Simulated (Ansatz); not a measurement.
Cost and result for the atomization energy of CH3AgF3P, SMILES `[CH3][Ag-][P+](F)(F)F` (9 atoms, 8 bonds).

```xyz
9

C     0.4961   -2.2164    0.4321
Ag    0.0488   -0.2173    0.0421
P    -0.4508    2.0143   -0.3928
F     0.6757    3.0689   -0.2275
F    -1.5595    2.6999    0.4493
F    -0.9440    2.3972   -1.8135
H    -0.3819   -2.7342    0.8251
H     1.3002   -2.2911    1.1677
H     0.8153   -2.7215   -0.4824
```

Total charge 0; spin multiplicity 1. Correlated methods include outer-core shells of Ag, which these sets cover unevenly. Ag takes the def2 core potential. The structure was optimised at the PBE0-D4/def2-TZVP level. It is one conformer, not always the lowest. Program: Ansatz. All runs use 4 threads of an Arm Neoverse V1 on a shared host. Times are those of one run each, without the atoms' runs, and a repeat can differ threefold. Electronic energies, without spin–orbit coupling; frozen cores. CCSD(T)/CBS adds CCSD(T) − MP2 in def2-TZVPP to the MP2 limit, and its time is that of the two runs behind it. T1 = 0.015. With those shells the extrapolation isn't a true limit. B3LYP takes the VWN-RPA correlation (the form of Gaussian; ORCA's B3LYP/G). HSE06 is the plane-wave form, built on full-range PBE exchange.

CCSD(T)/CBS is a level of theory with its own doubt, some kJ/mol a heavy atom from the limit and from the frozen cores, so smaller differences don't rank the functionals.

```csv
level,functions,wall time
LDA (SPW92)/def2-TZVPP,264,1.4 s
BLYP-D4/def2-TZVPP,264,2.4 s
BHLYP-D4/def2-TZVPP,264,4 s
HSE06-D4/def2-TZVPP,264,4.2 s
B3LYP-D4/def2-TZVPP (with forces),264,6 s
r2SCAN-D4/def2-TZVPP (with forces),264,6.5 s
r2SCANh-D4/def2-TZVPP,264,7 s
PBE-QIDH/def2-TZVPP,264,7 s
ωB97X-V/def2-TZVPP,264,10 s
CCSD(T)/def2-SVP,120,22 s
MP2/def2-QZVPP,476,24 s
CCSD(T)/def2-TZVPP,264,12 min
CCSD(T)/CBS(def2),–,12 min
```

Question: What atomization energy does each give, and how far from CCSD(T)/CBS? (Best estimate.)

Answer: The calculation gave: 
```json
{"level": "LDA (SPW92)/def2-TZVPP", "atomization (kcal/mol)": "876.3", "difference from CCSD(T)/CBS": "139.6", "per bond": "17.5"}
{"level": "BLYP-D4/def2-TZVPP", "atomization (kcal/mol)": "738.7", "difference from CCSD(T)/CBS": "2.0", "per bond": "0.2"}
{"level": "BHLYP-D4/def2-TZVPP", "atomization (kcal/mol)": "692.6", "difference from CCSD(T)/CBS": "-44.1", "per bond": "-5.5"}
{"level": "HSE06-D4/def2-TZVPP", "atomization (kcal/mol)": "728.3", "difference from CCSD(T)/CBS": "-8.4", "per bond": "-1.1"}
{"level": "B3LYP-D4/def2-TZVPP (with forces)", "atomization (kcal/mol)": "729.0", "difference from CCSD(T)/CBS": "-7.7", "per bond": "-1.0"}
{"level": "r2SCAN-D4/def2-TZVPP (with forces)", "atomization (kcal/mol)": "740.4", "difference from CCSD(T)/CBS": "3.7", "per bond": "0.5"}
{"level": "r2SCANh-D4/def2-TZVPP", "atomization (kcal/mol)": "730.0", "difference from CCSD(T)/CBS": "-6.7", "per bond": "-0.8"}
{"level": "PBE-QIDH/def2-TZVPP", "atomization (kcal/mol)": "721.7", "difference from CCSD(T)/CBS": "-15.0", "per bond": "-1.9"}
{"level": "ωB97X-V/def2-TZVPP", "atomization (kcal/mol)": "737.6", "difference from CCSD(T)/CBS": "0.9", "per bond": "0.1"}
{"level": "CCSD(T)/def2-SVP", "atomization (kcal/mol)": "660.8", "difference from CCSD(T)/CBS": "-75.9", "per bond": "-9.5"}
{"level": "MP2/def2-QZVPP", "atomization (kcal/mol)": "755.7", "difference from CCSD(T)/CBS": "19.0", "per bond": "2.4"}
{"level": "CCSD(T)/def2-TZVPP", "atomization (kcal/mol)": "710.1", "difference from CCSD(T)/CBS": "-26.6", "per bond": "-3.3"}
{"level": "CCSD(T)/CBS(def2)", "atomization (kcal/mol)": "736.7", "difference from CCSD(T)/CBS": "0.0", "per bond": "0.0"}
```

At CCSD(T), def2-SVP lies −75.9 kcal/mol from the extrapolated value and def2-TZVPP −26.6 kcal/mol: correlation converges slowly with the basis, and small sets miss more of it in the bonded molecule than in its fragments. The D4 term adds +7.6 kcal/mol with B3LYP and +3.9 kcal/mol with PBE0; it sums over pairs of atoms, weighted by their polarisabilities, and B3LYP, whose exchange is more repulsive, gets the larger term. From BLYP to BHLYP (50 % exact exchange), in def2-TZVPP and without D4, the atomization energy moves by −42.1 kcal/mol: exact exchange takes away binding that semilocal exchange gives to molecules.
